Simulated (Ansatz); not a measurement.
Steps of a relaxation of `C[O][InH][CH3]` with RKS PBE0-D4/def2-TZVP.

```sh
$ ansatz run in.yaml --threads 4 --pin off --events-out ev --progress --plain --max-ram 10444MiB
```

```yaml
crystal:
  periodic: [false, false, false]
  atoms:
    - {symbol: C, position_ang: [-0.591730, 1.873050, 0.398090]}
    - {symbol: O, position_ang: [-0.257080, 1.316940, -0.840750]}
    - {symbol: In, position_ang: [0.328910, -0.514990, -1.293050]}
    - {symbol: C, position_ang: [0.495900, -1.934840, 0.417940]}
    - {symbol: H, position_ang: [-0.353710, 1.207640, 1.241810]}
    - {symbol: H, position_ang: [-0.037670, 2.807630, 0.536610]}
    - {symbol: H, position_ang: [-1.664580, 2.096660, 0.431850]}
    - {symbol: H, position_ang: [0.537690, -0.438850, -2.992180]}
    - {symbol: H, position_ang: [0.870790, -2.904760, 0.109930]}
    - {symbol: H, position_ang: [1.170390, -1.477420, 1.140020]}
    - {symbol: H, position_ang: [-0.498910, -2.031050, 0.849730]}
basis:
  gaussian: {orbitals: def2-TZVP}
hamiltonian: {xc: pbe0, dispersion: d4}
relax: {f_tol: 0.005, max_steps: 150}
```

Positions (Å) and forces (eV/Å) along the path, 11 of 12 steps:

```xyz
11
step=1 energy=-9405.5725 eV
C    -0.592    1.873    0.398    0.147   -0.317   -0.262
O    -0.257    1.317   -0.841   -0.130    0.362    0.147
In    0.329   -0.515   -1.293    0.134   -0.751    0.455
C     0.496   -1.935    0.418   -0.114    0.812   -0.756
H    -0.354    1.208    1.242   -0.052    0.080    0.078
H    -0.038    2.808    0.537   -0.033    0.073    0.106
H    -1.665    2.097    0.432   -0.026    0.060    0.098
H     0.538   -0.439   -2.992    0.044   -0.165    0.047
H     0.871   -2.905    0.110    0.041   -0.079   -0.082
H     1.170   -1.477    1.140    0.000   -0.041    0.090
H    -0.499   -2.031    0.850   -0.010   -0.033    0.079
11
step=2 energy=-9405.6333 eV
C    -0.588    1.846    0.423    0.089   -0.192   -0.218
O    -0.257    1.307   -0.823   -0.066    0.218   -0.013
In    0.329   -0.537   -1.288   -0.015    0.229   -0.240
C     0.477   -1.837    0.379    0.035   -0.103    0.042
H    -0.360    1.178    1.268   -0.007   -0.008    0.039
H    -0.035    2.780    0.582    0.005    0.025    0.051
H    -1.658    2.083    0.466   -0.028    0.012    0.044
H     0.588   -0.627   -2.983   -0.024    0.004    0.126
H     0.853   -2.792    0.017    0.004   -0.117    0.182
H     1.157   -1.427    1.127   -0.013   -0.031   -0.025
H    -0.506   -1.971    0.831    0.020   -0.039    0.012
11
step=3 energy=-9405.6498 eV
C    -0.584    1.832    0.418    0.057   -0.102   -0.108
O    -0.260    1.331   -0.844   -0.032    0.100    0.006
In    0.327   -0.517   -1.301    0.003    0.003   -0.044
C     0.478   -1.835    0.372    0.022   -0.036    0.021
H    -0.357    1.138    1.243   -0.009    0.007    0.014
H    -0.028    2.760    0.607   -0.001   -0.002    0.032
H    -1.654    2.072    0.476   -0.014    0.002    0.026
H     0.582   -0.618   -2.985    0.002    0.005   -0.024
H     0.854   -2.816    0.076   -0.024    0.069    0.024
H     1.150   -1.398    1.112    0.000   -0.025    0.025
H    -0.507   -1.949    0.827   -0.004   -0.020    0.029
11
step=4 energy=-9405.6537 eV
C    -0.579    1.811    0.413    0.033   -0.033   -0.040
O    -0.261    1.342   -0.862   -0.023    0.060    0.017
In    0.325   -0.508   -1.314    0.008   -0.048    0.026
C     0.473   -1.813    0.379    0.013   -0.024    0.004
H    -0.356    1.096    1.221   -0.007    0.010   -0.005
H    -0.018    2.731    0.629   -0.007   -0.020    0.015
H    -1.647    2.057    0.482   -0.002   -0.003    0.013
H     0.580   -0.615   -2.998    0.005   -0.008   -0.020
H     0.847   -2.798    0.093   -0.017    0.059   -0.003
H     1.145   -1.377    1.119    0.005    0.004   -0.002
H    -0.510   -1.927    0.839   -0.009    0.005   -0.004
11
step=5 energy=-9405.6554 eV
C    -0.576    1.794    0.411    0.007   -0.040    0.010
O    -0.268    1.351   -0.876    0.004   -0.008   -0.007
In    0.324   -0.505   -1.322   -0.011    0.045   -0.010
C     0.470   -1.790    0.384   -0.002    0.009    0.003
H    -0.365    1.051    1.197   -0.009    0.015    0.019
H    -0.001    2.697    0.656    0.004   -0.017   -0.016
H    -1.641    2.055    0.491    0.009   -0.006   -0.010
H     0.583   -0.628   -3.006    0.000   -0.003    0.005
H     0.841   -2.775    0.102    0.001   -0.003   -0.001
H     1.146   -1.350    1.119    0.002    0.004    0.004
H    -0.513   -1.899    0.845   -0.004    0.003    0.003
11
step=6 energy=-9405.6561 eV
C    -0.574    1.773    0.412    0.001    0.010    0.023
O    -0.268    1.351   -0.882   -0.007    0.007    0.013
In    0.324   -0.501   -1.334    0.005   -0.006   -0.008
C     0.467   -1.769    0.385    0.000   -0.003   -0.002
H    -0.375    1.017    1.188   -0.006    0.011   -0.008
H     0.012    2.665    0.674   -0.003   -0.019   -0.012
H    -1.635    2.047    0.493    0.011   -0.007   -0.008
H     0.583   -0.634   -3.016    0.000    0.000    0.004
H     0.835   -2.759    0.117    0.000    0.002   -0.001
H     1.145   -1.322    1.115    0.000    0.003    0.000
H    -0.516   -1.868    0.849    0.001    0.003    0.000
11
step=7 energy=-9405.6562 eV
C    -0.575    1.771    0.413    0.003    0.007    0.010
O    -0.269    1.349   -0.881   -0.005   -0.002    0.002
In    0.325   -0.502   -1.337    0.003   -0.001    0.002
C     0.468   -1.766    0.385    0.000   -0.002   -0.004
H    -0.385    1.011    1.188   -0.003    0.004   -0.006
H     0.018    2.657    0.678   -0.003   -0.008   -0.003
H    -1.634    2.052    0.491    0.005   -0.002   -0.004
H     0.583   -0.635   -3.019   -0.001    0.001    0.002
H     0.833   -2.758    0.119    0.000    0.000    0.001
H     1.148   -1.318    1.111    0.000    0.001    0.000
H    -0.514   -1.860    0.851    0.001    0.002    0.000
11
step=9 energy=-9405.6564 eV
C    -0.582    1.768    0.413   -0.002   -0.001   -0.002
O    -0.280    1.344   -0.881   -0.001   -0.007   -0.006
In    0.326   -0.503   -1.338   -0.001    0.006    0.004
C     0.476   -1.763    0.386   -0.001    0.003    0.005
H    -0.429    0.995    1.184    0.000    0.006   -0.005
H     0.041    2.629    0.691   -0.006   -0.002    0.005
H    -1.631    2.087    0.481    0.010    0.001    0.003
H     0.584   -0.635   -3.020    0.000    0.001   -0.002
H     0.829   -2.759    0.120    0.000   -0.001    0.000
H     1.168   -1.318    1.103    0.000   -0.003   -0.002
H    -0.502   -1.845    0.862    0.002   -0.002   -0.001
11
step=10 energy=-9405.6564 eV
C    -0.586    1.767    0.412    0.000    0.002   -0.003
O    -0.288    1.342   -0.883    0.000   -0.003   -0.002
In    0.327   -0.503   -1.337   -0.004    0.003    0.002
C     0.480   -1.763    0.387    0.001    0.001    0.002
H    -0.452    0.989    1.180    0.000    0.004   -0.002
H     0.053    2.614    0.696   -0.006   -0.003    0.004
H    -1.629    2.107    0.476    0.007    0.000    0.003
H     0.585   -0.632   -3.019    0.001   -0.001    0.000
H     0.826   -2.760    0.119    0.000   -0.001    0.002
H     1.179   -1.321    1.099    0.000   -0.002   -0.002
H    -0.495   -1.840    0.870    0.002    0.000   -0.003
11
step=11 energy=-9405.6564 eV
C    -0.587    1.768    0.412    0.000   -0.001   -0.002
O    -0.290    1.342   -0.883   -0.001   -0.001    0.001
In    0.325   -0.502   -1.336    0.007   -0.001   -0.001
C     0.482   -1.764    0.387   -0.003    0.000    0.000
H    -0.459    0.988    1.179    0.000    0.001    0.000
H     0.055    2.612    0.698    0.000    0.001    0.001
H    -1.628    2.114    0.475   -0.001    0.000    0.001
H     0.586   -0.633   -3.018   -0.002    0.000   -0.002
H     0.826   -2.762    0.118   -0.001    0.002   -0.002
H     1.183   -1.323    1.098    0.001    0.001    0.000
H    -0.493   -1.839    0.871   -0.001   -0.002    0.004
11
step=12 energy=-9405.6564 eV
C    -0.587    1.768    0.412    0.000   -0.002   -0.003
O    -0.289    1.342   -0.883    0.000    0.000    0.001
In    0.326   -0.502   -1.336   -0.001    0.000    0.000
C     0.481   -1.764    0.387   -0.001    0.001    0.000
H    -0.454    0.990    1.180    0.000   -0.001    0.001
H     0.053    2.615    0.696    0.002    0.002    0.000
H    -1.629    2.111    0.476   -0.002    0.000    0.000
H     0.586   -0.633   -3.018    0.000    0.000    0.000
H     0.826   -2.762    0.117    0.001   -0.001   -0.001
H     1.181   -1.324    1.098    0.001    0.000    0.001
H    -0.494   -1.841    0.871    0.000    0.000    0.000
```

Hardware: 4 threads of an Arm Neoverse V2 on a shared host. Wall time 36 s, peak host memory 0.46 GiB.
